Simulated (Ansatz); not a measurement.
The same atomization along the group Al, Ga, In.

Computed with Ansatz on PBE0-D4/def2-TZVP structures; ΔE is electronic, products minus reactants. CCSD(T)/CBS adds triple-zeta CCSD(T) − MP2 to the extrapolated MP2 energy (def2 sets, frozen cores). This one scheme is used for every species, atoms too. For atomizations the MP2-based limit and the directly extrapolated one differ by several kJ/mol either way, and by 10 to 25 for some Ge, Se and Sn compounds, so smaller differences from it don't rank the levels. DFT in def2-TZVPP. Open shells (•) are unrestricted, without spin–orbit coupling. Spin–orbit coupling would lower the free atoms: a little for Al, F, O, Si; clearly for Ga; strongly for In. def2 core potentials past Kr. Bonds to Ga, In are less sure, by a few kJ/mol each and by 10 to 20 or more in all where they break to atoms, as the def2 sets lack core-valence functions. Scalar relativity is left out up to krypton. Each species was taken in one conformer, which may not be the lowest.

| reaction | CCSD(T)/CBS(def2) (kJ/mol) |
| --- | --- |
| `[F][Al][O][SiH3]`• → F• + Al• + 3 H• + O• + Si• | 2460 |
| `[F][Ga][O][SiH3]`• → F• + Ga• + 3 H• + O• + Si• | 2232 |
| `[F][In][O][SiH3]`• → F• + In• + 3 H• + O• + Si• | ? |

(1) Fill in the missing values. (An estimate is asked.)

Largest T1 diagnostic: 0.019, for `[F][In][O][SiH3]`•.

Results:

(1) Computed: `[F][In][O][SiH3]`• → F• + In• + 3 H• + O• + Si•: +2136.0 kJ/mol.
